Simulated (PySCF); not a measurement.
Isomers of C7H13N, from PBE0-D3(BJ)/def2-SVP geometry optimisation, gas phase (PySCF 2.14.0). One conformer each, no zero-point energy, no frequencies.

Problem. Which is lowest in electronic energy at this level?
A. `[CH2:1]=[CH:2][CH2:3][N:4]([CH3:5])[CH:6]1[CH2:7][CH2:8]1` with C1–C2–C3–N4 -128°, C2–C3–N4–C5 -166°, C3–N4–C6–C7 -156°: A = 2824, B = 1611, C = 1116 MHz, dipole 0.52 D
B. `[H]/[N:8]=[CH:7]\[CH2:6][C:4](=[C:2]([CH3:1])[CH3:3])[CH3:5]` with C2–C4–C6–C7 82°, C4–C6–C7–N8 -126°: A = 2817, B = 1424, C = 1052 MHz, dipole 2.51 D
C. 2,3,3-trimethylbutanenitrile (`C(C)(C)(C)[C@@H](C#N)C`): A = 2655, B = 1689, C = 1363 MHz, dipole 3.90 D
D. `[CH3:1][C:2]([CH3:3])=[N:4][CH:5]1[CH2:6][CH2:7][CH2:8]1` with C2–N4–C5–C6 -89°, N4–C5–C6–C7 -139°, C5–C6–C7–C8 19°, C6–C7–C8–C5 -19°, N4–C5–C8–C7 139°: A = 4750, B = 1117, C = 1013 MHz, dipole 1.91 D
E. `[H]/[N:8]=[CH:7]/[C@@H:5]([CH2:4]/[CH:3]=[CH:2]/[CH3:1])[CH3:6]` with C2–C3–C4–C5 -114°, C3–C4–C5–C6 -61°, C4–C5–C7–N8 114°: A = 2974, B = 1078, C = 919.9 MHz, dipole 2.01 D
F. `C[C@@H]1C[C@@H]2CC[C@H]1N2`: A = 3189, B = 2091, C = 1897 MHz, dipole 1.01 D
G. `[CH3:1][CH:2]([CH3:3])[C:4]([CH3:5])([CH3:6])[C:7]#[N:8]` with C1–C2–C4–C5 -57°: A = 2176, B = 1758, C = 1652 MHz, dipole 3.85 D

Solution. F. That is `C[C@@H]1C[C@@H]2CC[C@H]1N2`, 7.1 kcal/mol below the next.

```
                    SMILES                                                    mapped SMILES      E (Eh)  relative (kcal/mol)  relative (kJ/mol)  dipole (D)
C[C@@H]1C[C@@H]2CC[C@H]1N2    [CH3:1][C@@H:2]1[CH2:3][C@@H:4]2[CH2:5][CH2:6][C@H:7]1[NH:8]2  -328.70866                  0.0                0.0        1.01
       C[C@H](C#N)C(C)(C)C        [CH3:1][C@H:2]([C:3]#[N:4])[C:5]([CH3:6])([CH3:7])[CH3:8]  -328.69729                  7.1               29.9        3.90
           CC(C)C(C)(C)C#N         [CH3:1][CH:2]([CH3:3])[C:4]([CH3:5])([CH3:6])[C:7]#[N:8]  -328.69599                  8.0               33.3        3.85
             CC(C)=NC1CCC1         [CH3:1][C:2]([CH3:3])=[N:4][CH:5]1[CH2:6][CH2:7][CH2:8]1  -328.66835                 25.3              105.8        1.91
       [H]/N=C\CC(C)=C(C)C     [H]/[N:8]=[CH:7]\[CH2:6][C:4](=[C:2]([CH3:1])[CH3:3])[CH3:5]  -328.66743                 25.9              108.3        2.51
   [H]/N=C/[C@H](C)C/C=C/C  [H]/[N:8]=[CH:7]/[C@@H:5]([CH2:4]/[CH:3]=[CH:2]/[CH3:1])[CH3:6]  -328.66508                 27.4              114.4        2.01
             C=CCN(C)C1CC1        [CH2:1]=[CH:2][CH2:3][N:4]([CH3:5])[CH:6]1[CH2:7][CH2:8]1  -328.63452                 46.5              194.7        0.52
```

As drawn, the lowest has an N–H bond, which the highest lacks; the highest has a three-membered ring and a C=C bond outside aromatic rings, which the lowest lacks.
